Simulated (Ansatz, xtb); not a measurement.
**A geometry optimisation of CH3AlF2 with r2SCAN-D4/def2-SVP**

The starting geometry of this gas-phase singlet was built from a drawn formula by distance geometry and a force field; its bonds are those of `F[CH2][AlH][F]`.

```xyz
7

C    -2.6724    0.4153    0.5512
Al   -1.2799   -0.9870    0.2092
F    -3.3216    0.7177   -0.6335
F    -1.7891   -2.5845   -0.5147
H    -3.3721    0.0250    1.2331
H    -2.1592    1.3166    0.9554
H     0.2481   -0.6947    0.4711
```

**Question.** Where would you expect an optimisation with r2SCAN-D4/def2-SVP to take it?

**Answer.** It keeps its bonds, and is `F[CH2][AlH][F]`.

The energy falls by 0.44 eV over 16 steps:

```
step  E − E(last) (eV)
   1             0.445
   3             0.043
   4             0.031
   6             0.028
   8             0.024
   9             0.019
  11             0.005
  13             0.001
  14             0.000
  16             0.000
```

Final geometry (Å):

```xyz
7

C    -2.6430    0.3904    0.5133
Al   -1.2777   -0.9954    0.1755
F    -3.7195    0.2909   -0.3669
F    -1.5246   -2.0967   -1.0487
H    -3.0276    0.3309    1.5529
H    -2.2103    1.4093    0.4318
H     0.0566   -1.1210    1.0139
```

From the same start GFN2-xTB ends elsewhere, differing in Al2–F3 (1.90 against 2.81 Å here).

The end wasn't checked by frequencies. Run with Ansatz 0.2.0, 44 s on 1 thread of Arm Neoverse V1, on a shared host.
